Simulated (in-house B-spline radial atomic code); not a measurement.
A fraction x of an electron is removed from 3d in Ge⁴⁺, starting from [Ar] 3d10 and keeping the highest spin. Computed with a B-spline radial code for spherical atoms: non-relativistic BLYP, spin-polarised, spherical fractional occupations, point nucleus.

```tsv
x	E(x) - E(0) (eV)	3d down level (eV)
0	0.0000	-78.502
0.02	1.5750	-78.994
0.22	17.8683	-83.955
0.32	26.3894	-86.470
0.5	42.3652	-91.052
0.6	51.5990	-93.628
0.73	63.9899	-97.008
0.82	72.8268	-99.370
0.99	90.1019	-103.877
1	91.1420	-104.144
```

The exact functional would give a straight line between the two integer points. Deviations E(x) - E(0) - x[E(1) - E(0)], in eV: -0.248 at x = 0.02, -2.183 at x = 0.22, -2.776 at x = 0.32, -3.206 at x = 0.5, -3.086 at x = 0.6, -2.544 at x = 0.73, -1.91 at x = 0.82, -0.129 at x = 0.99.

The curve lies below the straight line by up to 3.206 eV (at x = 0.5): convex, the delocalisation error that favours fractional charges.

Question: How well does Slater's transition state (minus the level at half occupation) give the ionisation energy?

Answer: It gives 91.052 eV against 91.142 eV from the two total energies; NIST lists 90.50 eV, ground level to ground level.
